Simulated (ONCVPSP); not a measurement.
# Varying the ONCV potential for Re (Z = 75)

Base potential:

ONCVPSP 4.0.1 input, shortened (lines: element, Z, core and valence counts, functional; n l f; lmax; l rc ep ncon nbas qcut; lloc lpopt rc5 dvloc0; l nproj debl; icmod fcfact rcfact), PBEsol, scalar-relativistic:

```
  Re 75.00   10    4  -116133      upf
    1    0    2.00
    2    0    2.00
    2    1    6.00
    3    0    2.00
    3    1    6.00
    3    2   10.00
    4    0    2.00
    4    1    6.00
    4    2   10.00
    4    3   14.00
    5    0    2.00
    5    1    6.00
    5    2    5.00
    6    0    1.00
    2
    0    1.45    0.00    4    8    8.10
    1    2.05    0.00    4    7    5.40
    2    1.80    0.00    4    9    6.00
    4    1    1.10    0.00
    0    2    3.40
    1    2    0.80
    2    1    2.40
    0    0.00    0.00
```

In the p channel the program set the typed energies aside and used -2.016, 0.250 Ha.

Cutoffs, loose and tight: the cutoffs (Ha) at which the residual kinetic energy of the hardest occupied pseudo-wave falls to 1 and 0.1 mHa per electron. They do not see the model core or the augmentation charge, which bear on the density cutoff. Test errors are all-electron minus pseudo excitation energies from the reference, over the configurations 5s2 5p6 5d5 6s2; 5s2 5p6 5d5 6s0; 5s2 5p6 5d4 6s0; 5s2 5p6 5d6 6s1. A dash means not determined; rows that change the core or the reference have their own tests.

| change | outcome | cutoff, loose | cutoff, tight | bound ghosts | GHOST(+) flags above zero | largest test error (meV) |
| --- | --- | --- | --- | --- | --- | --- |
| base | generated, projector energies reset by the program | 26 Ha | 30 Ha | none | s | -7.3 |
| p: qcut 6.6 | generated, projector energies reset by the program | 26 Ha | 30 Ha | none | s | -7.3 |
| local potential polynomial inside 1.10 bohr (lpopt 1, dvloc0 5 Ha) | generated, projector energies reset by the program | 26 Ha | 30 Ha | none | s | -7.6 |
| functional PBE | generated, projector energies reset by the program | 26 Ha | 30 Ha | none | s | +4.2 |
